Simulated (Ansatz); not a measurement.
A nudged elastic band was laid between two geometries of CH4AlFO + H4Si (13 atoms, charge 0, multiplicity 1).

Theory: RKS B3LYP-D4/cc-pVDZ (Ansatz 0.2.0).

| Item | Value |
| --- | --- |
| movable images | 2 |
| climbing image | yes |
| spring | 5.0 eV/Å² |
| optimiser | quadratic models (default) |
| start path | through a guess of the saddle point |
| force threshold | 0.05 eV/Å |
| iteration limit | 60 |
| end points | relaxed |

First end point:

```xyz
13
Properties=species:S:1:pos:R:3
Al 1.108 0.297 0.466
F 1.917 -0.883 1.385
C 1.637 0.705 -1.356
O -0.034 1.305 1.302
H -0.513 -1.108 -0.171
Si -1.963 -0.983 0.240
H 2.550 1.326 -1.366
H 1.855 -0.211 -1.929
H 0.845 1.267 -1.877
H -0.182 1.200 2.250
H -2.046 -1.016 1.728
H -2.653 -2.174 -0.342
H -2.521 0.274 -0.329
```

Last end point:

```xyz
13
Properties=species:S:1:pos:R:3
Al 0.298 0.585 0.126
F 0.996 -1.141 1.184
C 1.517 0.628 -1.398
O 0.457 1.855 1.307
H 0.176 -1.640 1.202
Si -1.818 -0.726 0.110
H 2.535 0.912 -1.081
H 1.576 -0.336 -1.929
H 1.178 1.385 -2.127
H -0.200 2.016 1.993
H -1.393 -1.978 0.913
H -2.309 -1.320 -1.177
H -3.013 -0.241 0.876
```

Q: Which bonds break or form, and what moves?

A: Bonds broken: H5–Si6. Bonds formed: Al1–Si6, F2–H5. CH4AlFO + H4Si becomes CH8AlFOSi.

Q: Give the energies along the band, and the barrier.

A: It converged. The highest image is number 2 of 0 to 3, 37.7 kcal/mol above the first end and 2.2 kcal/mol above the last; the last end lies 35.5 kcal/mol above the first. Neighbouring images differ by up to 1.6 eV, so the band resolves the path poorly. The order of the stationary point at the top wasn't checked. So few images can step over the top or miss a turn of the path. The orbitals stay closed-shell, which can raise the energy where a bond breaks towards radicals; this wasn't checked here.

```
image  path coordinate (Å)  energy (kcal/mol)  H5–Si6 (Å)  Al1–Si6 (Å)  F2–H5 (Å)
    0                 0.00                0.0        1.51         3.33       2.89
    1                 2.52                1.7        1.51         3.52       2.73
    2                 5.05               37.7        2.40         2.49       0.97
    3                 5.92               35.5        2.45         2.49       0.96
```

Q: What is the geometry of the highest image?

A: 
```xyz
13
Properties=species:S:1:pos:R:3
Al 0.210 0.615 0.101
F 0.888 -1.001 1.287
C 1.497 0.627 -1.373
O 0.152 1.933 1.227
H 0.073 -1.522 1.260
Si -1.842 -0.784 0.017
H 2.524 0.789 -1.000
H 1.487 -0.311 -1.953
H 1.273 1.450 -2.074
H 0.446 2.001 2.139
H -1.385 -1.963 0.919
H -2.224 -1.497 -1.247
H -3.101 -0.336 0.696
```

The band took 43 iterations and of the order of 9 core-minutes.

The run took 4.5 min on 2 threads of Arm Neoverse V2 (shared host), peak memory 0.28 GiB.
